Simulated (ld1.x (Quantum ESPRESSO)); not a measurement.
Ru, RRKJ: configuration errors across variants

ld1.x (Quantum ESPRESSO) 7.5 input, shortened:

```
&input
   title='Ru', zed=44., rel=1, dft='PZ', iswitch=3,
   config='[Kr] 4d6 5s0 5p0'
 /
 &inputp
   pseudotype=2, tm=.false., lloc=1,
   nlcc=.true., rcore=1.55
 /
3
4S  1  0   2.00   0.00  1.65  1.65  0.0
4D  3  2   6.00   0.00  1.55  1.55  0.0
4P  2  1   6.00   0.00  1.90  1.90  0.0
 &test
   configts(1)='4s2 4p6 4d6 5s0 5p0'
 /
```

All-electron excitation energies from the reference (eV): (1) 4s2 4p6 4d7 5s1 5p0 -26.051; (2) 4s2 4p6 4d7 5s0 5p0 -18.437; (3) 4s2 4p6 4d5 5s0 5p0 30.849; (4) 4s2 4p6 4d7 5s0 5p1 -22.466; (5) 4s2 4p6 4d8 5s0 5p0 -26.318; (6) 4s2 4p5 4d7 5s1 5p0 26.463; (7) 4s2 4p6 4d7 5s0.5 5p0 -23.035; (8) 4s2 4p6 4d6 5s0 5p0 spin -2.497; (9) 4s2 4p6 4d7 5s1 5p0 spin -27.700.

Spin tests fill each open shell by Hund’s rule, majority spin first.

1 further variants failed, have other tests or too few solved ones, and are left out.

Errors AE − PS in meV (a dash: test not solved or not reliable):

| change | (1) | (2) | (3) | (4) | (5) | (6) | (7) | (8) | (9) | bound ghosts |
| --- | --- | --- | --- | --- | --- | --- | --- | --- | --- | --- |
| base | +573 | +10 | +16 | +113 | +24 | +881 | +333 | +197 | +689 | none |
| all radii but the core radius scaled by about 0.89 (s 1.46, p 1.68, d 1.38 bohr) | +253 | +7.3 | +11 | +80 | +17 | +357 | +148 | +182 | +351 | none |
| all radii but the core radius scaled by about 1.25 (s 2.08, p 2.38, d 1.94 bohr) | +1883 | +0.6 | +11 | +25 | -7.5 | +3108 | +1079 | +238 | +2068 | none |
| all radii but the core radius scaled by about 1.35 (s 2.22, p 2.56, d 2.08 bohr) | +1990 | -12 | +2.9 | -98 | -53 | +3411 | +1143 | +247 | +2187 | none |

Question: Give the same row for: all radii but the core radius scaled by about 1.14 (s 1.88, p 2.16, d 1.76 bohr).

Answer: +1374, +9.0, +17, +105, +20, +2228, +790, +221, +1531; bound ghosts: none.
